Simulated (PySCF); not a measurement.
`FC1=CO[C@@H](OC(F)F)O1`, C$_{4}$H$_{3}$F$_{3}$O$_{3}$

Geometry (Å), atoms numbered from 1 in this order:
```xyz
13

F     2.563    0.713    1.564
C     1.827    0.154    0.636
C     1.918   -1.014    0.014
O     0.888   -1.086   -0.919
C     0.072   -0.010   -0.655
O    -1.070   -0.512    0.023
C    -2.051    0.378    0.318
F    -3.238   -0.229    0.199
F    -1.967    0.789    1.598
O     0.761    0.888    0.156
H     2.590   -1.840    0.078
H    -0.253    0.492   -1.581
H    -2.043    1.278   -0.326
```

Level of theory: PySCF 2.14.0, GIAO KT3/pcSseg-1 magnetisability, rotational g tensor and spin-rotation constants, non-relativistic, gas phase. Geometry: GFN2-xTB.

**Question.** How diamagnetic is it, and how anisotropic?

**Answer.** Isotropic -1107 × 10⁻³⁰ J/T², or -66.7 × 10⁻⁶ cm³/mol; principal values -1165, -1133, -1025 × 10⁻³⁰ J/T², anisotropy 127 × 10⁻³⁰ J/T² (root of half the summed squared differences of the principal values). The susceptibility is in cgs units.

**Question.** Split it along the inertial axes a, b, c into diamagnetic and paramagnetic parts about the centre of mass, with the quadrupole moment.

**Answer.** 
```tsv
axis	χ (10⁻⁶ cm³/mol)	diamagnetic (10⁻⁶ cm³/mol)	paramagnetic (10⁻⁶ cm³/mol)	summed x² of all electrons (Å²)	quadrupole Θ (D Å)
a	-67.6	-491.4	423.8	297.5	-0.27
b	-66.9	-1378.5	1311.6	88.4	-4.39
c	-65.6	-1637.0	1571.4	27.4	+4.66
```
Anisotropies 2χaa − χbb − χcc = -2.7 and 2χbb − χaa − χcc = -0.6 × 10⁻⁶ cm³/mol. Θ is traceless in Buckingham's convention.

**Question.** And the rotational g tensor?

**Answer.** 
```csv
axis,rotational constant (GHz),g,nuclear part,electronic part
a,2.7761,-0.0355,0.5172,-0.5527
b,0.8290,-0.0099,0.5009,-0.5108
c,0.6874,-0.0104,0.4971,-0.5075
```
Asymmetric top; isotopes 12C, 19F, 1H, 16O; no vibrational averaging.
